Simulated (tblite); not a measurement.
C5H11FSi.
Structure used (GFN2-xTB), in Å, numbered top down from 1:
```xyz
18
C5H11FSi angstrom
C     -2.3024   -0.0922   -0.9523
C     -0.7909   -0.2983   -0.9130
C     -0.3191   -0.5803    0.4926
C     -0.0471    0.5404    1.4513
C      1.0900   -0.2841    0.9173
F      1.6031   -1.1972    1.8285
Si     2.4592    0.3980   -0.2053
H     -2.5865    0.7395   -0.3118
H     -2.6327    0.1214   -1.9658
H     -2.8172   -0.9843   -0.6028
H     -0.5192   -1.1349   -1.5614
H     -0.2905    0.5951   -1.2917
H     -0.7522   -1.4755    0.9268
H     -0.3207    0.4087    2.4875
H     -0.1328    1.5561    1.0956
H      2.0344    1.7132   -0.6893
H      2.6497   -0.5227   -1.3264
H      3.6660    0.5034    0.6086
```

Computed with GFN2-xTB (tblite): harmonic, unscaled wavenumbers at the GFN2-xTB geometry, gas phase. Against measured fundamentals such values can be off by several per cent, at times by over 20. Modes of hydrogen on silicon can be 10 to 20 % off. One conformer, not necessarily the lowest.

Harmonic wavenumbers (cm⁻¹): 66.3, 74.3, 131.7, 167.8, 221.7, 231.8, 308.8, 344.3, 393.6, 465.4, 553.3, 568.8, 576.7, 771.0, 771.6, 788.5, 808.9, 845.5, 877.5, 938.7, 990.2, 1007.3, 1030.5, 1060.1, 1096.4, 1118.8, 1157.5, 1182.1, 1249.7, 1273.4, 1323.4, 1398.5, 1412.2, 1462.6, 1484.9, 1500.1, 1504.9, 2260.7, 2274.5, 2309.3, 2965.5, 2984.1, 3032.2, 3036.3, 3038.6, 3042.0, 3084.3, 3099.7.

A = 3198, B = 1361, C = 1109 MHz; mass 118.061 u (most abundant isotopes); point group C1, symmetry number 1.

Problem. What is the zero-point energy?

Solution. ½Σν̃ = 31143 cm⁻¹ = 372.55 kJ/mol.

Problem. Entropy at 350 K, 1 bar (ideal gas, RRHO, classical rotation)?

Solution. Translation 171.69, rotation 121.62, vibration 126.90: S = 420.2 J/(mol K).

Problem. And Cp and H(350 K) − H(0)?

Solution. Cp = 173.10 J/(mol K), of which vibrations give 139.85 (their classical limit is 48 R = 399.1); H(350 K) − H(0) = 35.67 kJ/mol without the zero-point energy, 24.03 from vibrations.

Problem. Which modes carry the vibrational entropy at 350 K?

Solution. 66.3 cm⁻¹: 19.15; 74.3 cm⁻¹: 18.21; 131.7 cm⁻¹: 13.52; 167.8 cm⁻¹: 11.57; 221.7 cm⁻¹: 9.37; 231.8 cm⁻¹: 9.02 J/(mol K); the other 42 give 46.07 together.

Problem. How do the functions run with temperature in this model?

Solution. 
| T (K) | S (J/(mol K)) | Cp (J/(mol K)) | H − H(0) (kJ/mol) | G − H(0) (kJ/mol) | ln q(vib) |
| --- | --- | --- | --- | --- | --- |
| 150 | 312.9 | 92.2 | 9.21 | -37.73 | 2.37 |
| 250 | 369.2 | 132.0 | 20.39 | -71.91 | 4.66 |
| 298.15 | 394.2 | 152.1 | 27.23 | -90.29 | 5.79 |
| 400 | 444.6 | 192.2 | 44.80 | -133.03 | 8.19 |
| 600 | 534.9 | 253.6 | 89.77 | -231.17 | 12.91 |
| 900 | 649.9 | 312.5 | 175.44 | -409.46 | 19.66 |

q(vib) and H(0) count from the zero-point level.

Problem. What must be added to the electronic energy to get the Gibbs energy at 350 K and 1 bar?

Solution. ZPE + [H(350 K) − H(0)] − T·S = 372.55 + 35.67 − 147.07 = 261.15 kJ/mol.

Problem. Blend soft modes into free rotors: weight 1/[1 + (100 cm⁻¹/ν̃)⁴] for the oscillator and the rest for a rotor with moment μB/(μ + B), μ = h/(8π²ν), B = 10⁻⁴⁴ kg m². What vibrational entropy results?

Solution. 118.92 J/(mol K) in place of 126.90, which changes −T·S at 350 K by +2.79 kJ/mol.

Hindered rotation and anharmonicity are outside this model. Other conformers, if any are populated, would add a mixing term that is left out. The structure is chiral; the term R ln 2 for an equal mix with its mirror image is left out.
